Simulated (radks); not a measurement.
All-electron atom: neutral antimony in [Kr] 4d10 5s2 5p2 5f1 (not the ground configuration).

Method: scalar-relativistic Kohn-Sham, PBE, spin-unpolarised, spherical densities, point nucleus; computed with a radial shooting solver on a logarithmic mesh with Libxc functionals.

Energy parts (hartree):
part                        energy
total                  -6481.16865
kinetic                 6778.75928
electron-nucleus      -15661.97233
Hartree                 2571.93095
exchange-correlation    -169.88654

Orbitals (lengths in bohr, moments of r in powers of bohr):
| orbital | occ. | eigenvalue (hartree) | <r^4> | <r^2> | <r> |
|---|---|---|---|---|---|
| 1s | 2 | -1113.990 | 3.125e-06 | 0.001094 | 0.02842 |
| 2s | 2 | -169.7457 | 0.0005398 | 0.01773 | 0.1226 |
| 2p | 6 | -152.4130 | 0.0003889 | 0.01401 | 0.1071 |
| 3s | 2 | -33.49646 | 0.02377 | 0.1249 | 0.3305 |
| 3p | 6 | -27.84693 | 0.02509 | 0.1254 | 0.3288 |
| 3d | 10 | -19.22812 | 0.02250 | 0.1106 | 0.3054 |
| 4s | 2 | -5.73883 | 0.7418 | 0.7071 | 0.7908 |
| 4p | 6 | -4.00980 | 1.060 | 0.8290 | 0.8522 |
| 4d | 10 | -1.49965 | 2.795 | 1.249 | 1.028 |
| 5s | 2 | -0.71430 | 42.74 | 5.272 | 2.159 |
| 5p | 2 | -0.39667 | 108.0 | 8.177 | 2.674 |
| 5f | 1 | -0.01347 | 1180000 | 941.9 | 28.90 |

The highest occupied level is 5f at -0.366 eV. Summed over all electrons, <r^2> = 989.9 bohr^2, which gives a Langevin (diamagnetic) susceptibility term of -784 x 10^-6 cm^3/mol. The density falls to 0.001 e/bohr^3 at r = 4.28 bohr.
